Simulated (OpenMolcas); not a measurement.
# How basis sets differ on CH5BOSi (SMILES B[SiH2]C=O)

CH5BOSi: 9 atoms, total charge 0, spin state singlet. SMILES: `B[SiH2]C=O`. The shape is that of a PBE0-D4/def2-TZVP optimisation. This is one conformer, not always the lowest.

```xyz
9

B    -0.9501    0.8500   -1.0731
Si    0.6108   -0.2060   -0.3865
C     0.3306   -0.5537    1.4945
O     1.0228   -0.0984    2.3658
H    -2.0576    0.5182   -0.7670
H    -0.8288    1.7994   -1.7869
H     1.9581    0.3876   -0.5707
H     0.5420   -1.5409   -1.0559
H    -0.5392   -1.2024    1.7629
```

Quantity: the dipole moment, in D. The values are calculated.

```
                               level          kind     program  value (D)  CPU time
                           HF/STO-3G  Hartree–Fock  OpenMolcas       1.81     2.1 s
                            HF/3-21G  Hartree–Fock  OpenMolcas       2.77     2.6 s
HF/ANO-RCC-VDZP (DKH2, RICD fitting)  Hartree–Fock  OpenMolcas       3.05     7.6 s
                         HF/def2-SVP  Hartree–Fock  OpenMolcas       2.93     8.6 s
```

The values span 1.81 to 3.05 D. Magnitudes only. Sets without polarisation functions give poor dipoles. Times are those of the runs behind each value, whatever else they computed, on shared processors of several kinds: orders of magnitude only.
